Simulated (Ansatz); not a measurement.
Program: Ansatz. Geometries: PBE0-D4/def2-TZVP. ΔE: electronic, gas phase. CCSD(T)/CBS adds triple-zeta CCSD(T) − MP2 to the extrapolated MP2 energy (def2 sets, frozen cores). This one scheme is used for every species, atoms too. DFT in def2-TZVPP. HSE06 is defined as in plane-wave codes. Open shells (•) are unrestricted, without spin–orbit coupling. Spin–orbit coupling would lower the free atoms: a little for Cl, S, Si. Each species was taken in one conformer, which may not be the lowest.

Reaction (atomization): `SS[SiH2]Cl` → Cl• + 3 H• + 2 S• + Si•

```json
{"level": "BHLYP-D4", "ΔE (eV)": "20.24", "difference from CCSD(T)/CBS": "-0.75"}
{"level": "CAM-B3LYP-D4", "ΔE (eV)": "20.68", "difference from CCSD(T)/CBS": "-0.31"}
{"level": "r2SCAN", "ΔE (eV)": "21.04", "difference from CCSD(T)/CBS": "0.05"}
{"level": "r2SCANh", "ΔE (eV)": "20.89", "difference from CCSD(T)/CBS": "-0.10"}
{"level": "r2SCAN0", "ΔE (eV)": "20.68", "difference from CCSD(T)/CBS": "-0.31"}
{"level": "HSE06", "ΔE (eV)": "20.72", "difference from CCSD(T)/CBS": "-0.27"}
{"level": "CAM-B3LYP", "ΔE (eV)": "20.46", "difference from CCSD(T)/CBS": "-0.53"}
{"level": "LC-ωPBE", "ΔE (eV)": "20.39", "difference from CCSD(T)/CBS": "-0.60"}
{"level": "SCS-MP2/def2-TZVPP", "ΔE (eV)": "20.37", "difference from CCSD(T)/CBS": "-0.62"}
{"level": "HF/CBS(def2)", "ΔE (eV)": "14.70", "difference from CCSD(T)/CBS": "-6.29"}
{"level": "CCSD(T)/CBS", "ΔE (eV)": "20.99", "difference from CCSD(T)/CBS": "0"}
```

Largest T1 diagnostic among the species: 0.012.

In def2-TZVPP, CCSD(T) changes the Hartree–Fock value by +5.46 eV (the triples alone add +0.42 eV) and MP2 by +5.82 eV; breaking electron pairs costs correlation energy, which Hartree–Fock lacks. From BLYP to BHLYP (50 % exact exchange), in def2-TZVPP and without D4, ΔE moves by −0.21 eV: exact exchange takes away binding that semilocal exchange gives to molecules. At CCSD(T), def2-SVP lies −2.38 eV from the extrapolated value and def2-TZVPP −0.87 eV: correlation converges slowly with the basis, and small sets miss more of it in the bonded molecule than in its fragments.

For atomizations the MP2-based limit and the directly extrapolated one differ by several kJ/mol either way, and by 10 to 25 for some Ge, Se and Sn compounds, so smaller differences from it don't rank the levels.
